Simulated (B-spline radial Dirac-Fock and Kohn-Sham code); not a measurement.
**Binding energies of Cd in different valence configurations**

Model: Dirac-Fock energy differences between relaxed states, corrected for Breit and QED terms. Program: an atomic code on a B-spline grid. The model has no electron correlation.

Reference: the tabulated ground configuration [Kr] 4d10 5s2, with 1s 26718.0 eV, 2p1/2 3735.8 eV, 3s 780.9 eV, 3p1/2 661.8 eV, 3p3/2 627.0 eV, 4p1/2 84.05 eV, Kα1 23172.0 eV, Kβ1 26090.9 eV.

Question: One of these configurations gives the following shifts from the reference, in eV: average energy +11.33, 1s +7.59, 2p1/2 +7.90, 3s +7.80, 3p1/2 +7.79, 3p3/2 +7.78, 4p1/2 +6.21, Kα1 -0.32, Kβ1 -0.19. Which?
A. [Kr] 4d9 5s2 5p1
B. [Kr] 4d10 5s1 5p1

Answer: A. The others give [Kr] 4d10 5s1 5p1: 1s +1.65.

Values without a named source are computed, but for edge energies of neutral atoms, which are taken from tables.
